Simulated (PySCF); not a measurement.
H₆PSi, SMILES [SiH3][PH3+], charge +1. The structure is a stationary point at B3LYP-D3(BJ)/def2-TZVP. The isomer is the one that the SMILES or the coordinates give; other isomers of the formula were not compared.

Computed equilibrium geometry at B3LYP-D3(BJ)/def2-TZVP (PySCF confirms it by a frequency run) as Cartesian coordinates in Å, and its point group:
point group C3v.
```xyz
8

Si     0.0000     0.0000    -1.2168
P      0.0000     0.0000     1.1071
H      1.2444     0.7185    -1.5251
H     -1.2444     0.7185    -1.5251
H      0.0000    -1.4370    -1.5251
H      1.1123    -0.6422     1.6676
H     -1.1123    -0.6422     1.6676
H      0.0000     1.2844     1.6676
```
Charge +1, spin multiplicity 1.
